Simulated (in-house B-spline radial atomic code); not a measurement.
Rb. Computed with a B-spline radial atomic code. Model: non-relativistic spherical atom: semilocal Troullier-Martins pseudo-atom, one channel per l, against all electrons, high spin, G0W0 and RPA with empty states to l = 8, local potential for every l without a channel, a model core (radius 0 = none) keeps its share of the functional.

The core holds an angular momentum without a channel of its own, so the local potential lets valence electrons into it.

Without relativity these are model numbers for so heavy an element.

What the tables leave out is listed at the end.

The pseudopotential gives back the lowest level of each angular momentum of its own functional in the configuration it was made in; a second state of the same l is only approximately right. Exact exchange, RPA and GW see the smooth pseudo-orbitals and miss the exchange with the core, for which the functional's share stands in. The column with an uncorrelated core keeps all orbitals and exact exchange, and so separates missing core correlation from pseudisation. Only the three outermost levels and the lowest empty one were computed. RPA here is direct RPA, with no exchange kernel, and its energies carry an (l + 1/2)⁻⁴ tail. A hybrid on a potential with a model core restores only its own semilocal share of the core's exchange.

Command:
```bash
python run_psgw.py task.json out
```
Settings (lengths in bohr, energies in hartree):
```
Z                      37
electrons              37
configuration          [Kr] 5s1
generated_in           [Kr] 5s1
functional             lda,vwn
core_shells            6
radius_factor          0.8
core_correction        False
ion_configuration      [Ar] 3d10 4s2 4p6
```

Cost of the run: 65 s on 1 thread of Arm Neoverse N1, with other jobs on the host.

Given: made with LDA VWN5; model core radius 0 bohr; local radius 1.046 bohr; mean-field start Hartree-Fock.

Valence shells of the generating configuration: 4s, 4p, 5s.

Channel: s 1.03, p 1.137 (radii in bohr).

Computed: largest level miss in the spin-unpolarised generating configuration 0.034 eV; valence RPA correlation energy all-electron orbitals -0.31744 hartree; valence RPA correlation energy pseudo -0.3965 hartree; all-electron RPA polarisability, core included 117.25 bohr³; ionisation by mean-field all-electron 3.7453 eV; ionisation by mean-field pseudo minus all 0.049 eV; ionisation by RPA all-electron 4.2123 eV.

| level | occupied | mean-field all-electron (eV) | mean-field pseudo minus all (eV) | G0W0 all-electron (eV) | G0W0 uncorrelated core minus all (eV) | G0W0 pseudo minus all (eV) | exchange self-energy all-electron (eV) | exchange self-energy pseudo (eV) |
| --- | --- | --- | --- | --- | --- | --- | --- | --- |
| 5s up | 1 | -3.7582 | -0.05 | -4.2895 | 0.016 | -0.065 | -4.9959 | -4.8508 |
| 4p down | 1 | -22.019 | -0.12 | -22.115 | 0.19 | -0.202 | -24.26 | -20.85 |
| 4p up | 1 | -22.06 | -0.125 | -22.153 | 0.187 | -0.205 | -24.219 | -20.837 |

Task: What is the pseudo-atom RPA polarisability?

Result: 113.97 bohr³.

Task: What is the ionisation by RPA pseudo minus all?

Result: 0.058 eV.

Among the listed levels the largest G0W0 shift of the pseudo-atom is -0.20 eV, for 4p up on the Hartree-Fock start, while leaving the core uncorrelated moves that level by +0.19 eV. So pseudisation and the lost core exchange, not the missing core correlation, make the error. Not in the tables (levels of low weight, unsolved or above zero; the highest and the empty levels are kept at any weight): the LDA start was refused, since an empty level lay at or below an occupied one; the PBE0 start was refused, since an empty level lay at or below an occupied one.
